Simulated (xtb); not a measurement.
C4F5, doublet, geometry from GFN2-xTB; GFN0-xTB run with xtb.

The xtb input:
```
$ xtb mol.xyz --gfn 0 --uhf 1 --etemp 5000 --json

# file mol.xyz
9

F      2.75303862     0.84141409     0.27355721
C      1.86621234    -0.12970003     0.44673461
F      2.38997822    -1.05521826     1.23957711
C      0.66828368    -0.14622884    -0.03593613
C     -0.54593179    -0.20717033    -0.61192545
F     -0.67920932    -0.79433365    -1.81482069
C     -1.71329410     0.29617516    -0.06241471
F     -2.89647638     0.23277077    -0.63157634
F     -1.75084455     0.89998307     1.10895717
```

Output, abridged:

```
   ID    Z sym.   atoms
    1    9 F      1, 3, 6, 8, 9
    2    6 C      2, 4, 5, 7

           -------------------------------------------------
          |                Calculation Setup                |
           -------------------------------------------------

           -------------------------------------------------
          |                 G F N 0 - x T B                 |
           -------------------------------------------------

          ...................................................
          :                      SETUP                      :
          :.................................................:
          :  # basis functions                  36          :
          :  # atomic orbitals                  36          :
          :  # shells                           18          :
          :  # electrons                        51          :
          :  electronic temp.         5000.0000000     K    :
          :  accuracy                    1.0000000          :
          :  -> integral cutoff          0.2500000E+02      :
          :  -> integral neglect         0.1000000E-07      :
          ...................................................

         :::::::::::::::::::::::::::::::::::::::::::::::::::::
         ::                     SUMMARY                     ::
         :::::::::::::::::::::::::::::::::::::::::::::::::::::
         :: total energy             -27.630537552571 Eh    ::
         :: gradient norm              0.033045586418 Eh/a0 ::
         :: HOMO-LUMO gap              2.972837633273 eV    ::
         ::.................................................::
         :: H0 energy                -27.683227738242 Eh    ::
         :: repulsion energy           0.220524782904 Eh    ::
         :: electrostat energy        -0.101222412852 Eh    ::
         :: -> Gsolv                   0.000000000000 Eh    ::
         ::    -> Gsasa                0.000000000000 Eh    ::
         ::    -> Gshift               0.000000000000 Eh    ::
         :: dispersion energy         -0.002570070669 Eh    ::
         :: short-range corr.         -0.064042113712 Eh    ::
         :: add. restraining           0.000000000000 Eh    ::
         :: total charge              -0.000000000000 e     ::
         :::::::::::::::::::::::::::::::::::::::::::::::::::::

           -------------------------------------------------
          |                Property Printout                |
           -------------------------------------------------

    * Orbital Energies and Occupations

         #    Occupation            Energy/Eh            Energy/eV
      -------------------------------------------------------------
         1        2.0000           -0.8288819             -22.5550
       ...           ...                  ...                  ...
        14        1.9995           -0.4815739             -13.1043
        15        1.9991           -0.4721113             -12.8468
        16        1.9981           -0.4610376             -12.5455
        17        1.9950           -0.4453527             -12.1187
        18        1.9934           -0.4408248             -11.9955
        19        1.9933           -0.4405981             -11.9893
        20        1.9930           -0.4400150             -11.9734
        21        1.9913           -0.4364879             -11.8774
        22        1.9907           -0.4355155             -11.8510
        23        1.9855           -0.4283209             -11.6552
        24        1.9692           -0.4161379             -11.3237
        25        1.9346           -0.4036514             -10.9839
        26        1.1249           -0.3348538              -9.1118 (HOMO)
        27        0.0294           -0.2256040              -6.1390 (LUMO)
        28        0.0043           -0.1948667              -5.3026
        29        0.0000           -0.0376864              -1.0255
        30                         -0.0022445              -0.0611
        31                          0.0472884               1.2868
        32                          0.1580052               4.2995
        33                          0.1673134               4.5528
        34                          0.3369321               9.1684
        35                          0.4273857              11.6298
        36                          0.8927345              24.2925
      -------------------------------------------------------------
                  HL-Gap            0.1092498 Eh            2.9728 eV
             Fermi-level            0.0000000 Eh            0.0000 eV

     #   Z          covCN         q      C6AA      α(0)
     1   9 F        0.789    -0.221    11.506     3.907
     2   6 C        2.550     0.613    18.259     6.962
     3   9 F        0.789    -0.221    11.506     3.907
     4   6 C        1.982    -0.255    39.353    10.119
     5   6 C        2.747     0.253    24.041     8.003
     6   9 F        0.790    -0.192    11.205     3.856
     7   6 C        2.565     0.446    20.710     7.416
     8   9 F        0.787    -0.207    11.360     3.882
     9   9 F        0.787    -0.215    11.445     3.897

 Mol. C6AA /au·bohr⁶  :       1330.592401
 Mol. C8AA /au·bohr⁸  :      30806.704369
 Mol. α(0) /au        :         51.949177

Wiberg/Mayer (AO) data.
largest (>0.10) Wiberg bond orders for each atom

 ---------------------------------------------------------------------------
     #   Z sym  total        # sym  WBO       # sym  WBO       # sym  WBO
 ---------------------------------------------------------------------------
     1   9 F    1.106 --     2 C    0.949
     2   6 C    3.759 --     4 C    1.787     1 F    0.949     3 F    0.949
     3   9 F    1.106 --     2 C    0.949
     4   6 C    3.594 --     2 C    1.787     5 C    1.446
     5   6 C    3.839 --     4 C    1.446     7 C    1.337     6 F    0.919
     6   9 F    1.052 --     5 C    0.919
     7   6 C    3.562 --     5 C    1.337     8 F    1.031     9 F    1.026
     8   9 F    1.169 --     7 C    1.031
     9   9 F    1.165 --     7 C    1.026
 ---------------------------------------------------------------------------

Topologies differ in total number of bonds
Writing topology from bond orders to xtbtopo.mol

 dipole moment from electron density (au)
     X       Y       Z
  -0.7141   0.2154   0.1545  total (Debye):    1.936

           -------------------------------------------------
          | TOTAL ENERGY              -27.630537552571 Eh   |
          | GRADIENT NORM               0.033045586418 Eh/α |
          | HOMO-LUMO GAP               2.972837633273 eV   |
           -------------------------------------------------

normal termination of xtb
```
